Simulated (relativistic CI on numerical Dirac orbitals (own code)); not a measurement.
Ti VIII: sensitivity of the levels to the model

Base calculation: Dirac-Coulomb-Breit CI, KLI orbitals optimised for each configuration, a model potential for QED, unscaled Slater integrals.

Configuration list (outside the closed core [Ne]): 3s²3p³, 3s3p⁴, 3s²3p²3d, 3p⁵, 3s3p³3d, 3p⁴3d, 3s3p²3d², 3s²3p²4s, 3s²3p²4p, 3s²3p3d4p, 3p⁴4s, 3s²3p²4d, 3p⁴4p, 3s3p³4s, 3s3p²3d4s, 3s²3p²4f, 3s3p³4p, 3s²3p²5s, 3s²3p²5p, 3s²3p4s4p, 3s²3p²5d, 3s3p³4d, 3s²3p²5f, 3s²3p²5g, 3p³3d4p, 3s3p³4f, 3s²3p²6s, 3s²3p²6p, 3s3p²4s², 3s²3p3d², 3s²3d³, 3s3p3d³, 3s²3d²4s, 3s²3d²4p, 3s²3d²4d, 3p³3d², 3p²3d³, 3p²3d²4s, 3p²3d²4p, 3p²3d²4d, 3s²3p3d4s, 3s3p3d²4s, 3s²3d4s², 3s²3d4s4p, 3s²3d4s4d, 3s3p²3d4p, 3s3p3d²4p, 3s3p3d4s4p, 3s3p3d4p², 3s3p3d4p4d, 3s²3p4s², 3s3p3d4s², 3s²4s²4p, 3s²4s²4d, 3p³3d4s, 3p²3d4s², 3p²3d4s4p, 3p²3d4s4d, 3s²3p4p², 3s²3d4p², 3s²4s4p², 3s²4p³, 3s²4p²4d. Double excitations out of closed p, d and f shells are left out; levels of such configurations are missing from the list, as are those of other unlisted configurations, and high levels can miss mixing partners. These lack a partner that the ground configuration has and come out too high: 3s²3p²4f, 3s²3p²5s, 3s²3p²5p, 3s²3p²5d, 3s3p³4d.

Variants: (1) P86 correlation estimate; (2) Breit term removed; (3) only the first 3 configurations. Shifts of the energy above 3s²3p³ ⁴S°3/2, in cm⁻¹, for the lowest level and the first level of each name with at least 55 % of one term (blank where a level changes its place among those of its configuration and J or its character, or is not in the variant):

| Level | Base | Δ(1) | Δ(2) | Δ(3) | Measured |
| --- | --- | --- | --- | --- | --- |
| 3s²3p³ ⁴S°3/2 | 0 | 0 | 0 | 0 | 0 |
| 3s²3p³ ²D°3/2 | 35078 | +14 | -41 | +2734 |  |
| 3s²3p³ ²D°5/2 | 36092 | +13 | +66 | +2633 |  |
| 3s²3p³ ²P°1/2 | 57924 | +25 | +26 | +6420 |  |
| 3s²3p³ ²P°3/2 | 59270 | +26 | +119 | +6386 |  |
| 3s3p⁴ ⁴P5/2 | 193967 | +787 | -28 | -9227 | 194475 |
| 3s3p⁴ ⁴P3/2 | 197540 | +788 | +51 | -9182 | 198098 |
| 3s3p⁴ ⁴P1/2 | 199390 | +788 | +108 | -9145 | 199954 |
| 3s3p⁴ ²D3/2 | 243354 | +794 | +60 | -4860 |  |
| 3s3p⁴ ²D5/2 | 243803 | +794 | +124 | -4898 |  |
| 3s3p⁴ ²S1/2 | 296272 | +784 | +137 | -6611 |  |
| 3s²3p²3d ⁴F3/2 | 311015 | +756 | +194 | -5456 |  |
| 3s²3p²3d ⁴F5/2 | 312347 | +757 | +272 | -5405 |  |
| 3s²3p²3d ⁴F7/2 | 314295 | +757 | +385 | -5359 |  |

At this charge configurations can still be misplaced by up to about 7 % of their energy. 9 of the 9 excited levels that our extract of the measured tables holds in this range could be paired (the sources list more); they are missed by 3581 cm⁻¹ on average and 8213 at most, and levels without a partner can miss by more. Some levels of the ground configuration have no partner and can miss by 10 % or more.

Measured levels: Corliss and Sugar, J. Phys. Chem. Ref. Data 8, 1 (1979).

Ionisation energy from the two ground configurations alone: base 167.836 eV; P86 correlation estimate 169.203 eV. The NIST ASD value (semi-empirical) is 170.5 eV.

LS names give the leading component of a level, which can be under half, so a name can repeat, a term be missing and a line seem to break the LS rules.
